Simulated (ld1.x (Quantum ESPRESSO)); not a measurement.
**Cutoff test, oxygen (O), PAW**

- Element: oxygen
- Generator: ld1.x (Quantum ESPRESSO) 7.5
- Type: PAW
- Functional: LDA (PZ)
- Relativity: scalar-relativistic
- Frozen core: [He]
- Valence charge: 6
- Reference configuration: 2s2 2p2 (charge +2)
- Partial waves: 2s (bound): rcut 0.70, rcutus 0.80 bohr; 2s channel at 0.65 Ry: rcut 0.70, rcutus 0.80 bohr; 2p (bound): rcut 0.90, rcutus 1.20 bohr; 2p channel at -1.1 Ry: rcut 0.90, rcutus 1.20 bohr; 3d channel at 0.45 Ry: rcut 0.90, rcutus 0.95 bohr
- Local potential: all-electron potential smoothed inside 0.70 bohr (lloc = -1)
- Core correction: Bessel-smoothed model core inside 0.75 bohr
- Augmentation charge: BESSEL, radius 0.50 bohr

The pseudo-atom Hamiltonian at the reference potential is diagonalised in spherical Bessel functions j_l(qr) that vanish at 20 bohr, with q² up to the cutoff. All-electron valence levels (Ry): 2s -4.2642, 2p -3.1862.

Q: How do the lowest levels (Ry) of each channel move with the cutoff, and are there ghosts?

A:

| cutoff (Ry) | s #1 | p #1 | d #1 | d #2 | f #1 | f #2 | Σ f·Δε (mRy) |
| --- | --- | --- | --- | --- | --- | --- | --- |
| 8 | -4.1503 | -1.9834 | -0.5556 | -0.2873 | -0.2562 | -0.1411 | 2633.4 |
| 12 | -4.2292 | -2.3312 | -0.5624 | -0.2900 | -0.2563 | -0.1411 | 1779.9 |
| 18 | -4.2378 | -2.7206 | -0.5661 | -0.2916 | -0.2563 | -0.1412 | 984.0 |
| 25 | -4.2403 | -2.9977 | -0.5675 | -0.2921 | -0.2563 | -0.1412 | 424.8 |
| 35 | -4.2515 | -3.1487 | -0.5686 | -0.2926 | -0.2563 | -0.1412 | 100.4 |
| 40 | -4.2568 | -3.1675 | -0.5689 | -0.2927 | -0.2563 | -0.1412 | 52.2 |
| 50 | -4.2620 | -3.1841 | -0.5692 | -0.2928 | -0.2563 | -0.1412 | 8.7 |
| 60 | -4.2635 | -3.1858 | -0.5693 | -0.2929 | -0.2563 | -0.1412 | 2.4 |
| 80 | -4.2638 | -3.1859 | -0.5695 | -0.2929 | -0.2563 | -0.1412 | 1.4 |
| 100 | -4.2639 | -3.1862 | -0.5695 | -0.2929 | -0.2563 | -0.1412 | 0.7 |
| 120 | -4.2641 | -3.1862 | -0.5695 | -0.2929 | -0.2563 | -0.1412 | 0.3 |
| 400 | -4.2642 | -3.1862 | -0.5695 | -0.2929 | -0.2563 | -0.1412 | 0.0 |

Result: no extra level below or beside the all-electron valence levels (s, p, d, f tested); 10 mRy is reached at 50 Ry and 1 mRy at 100 Ry.

Test run stopped at test 6 of 9 (negative rho).
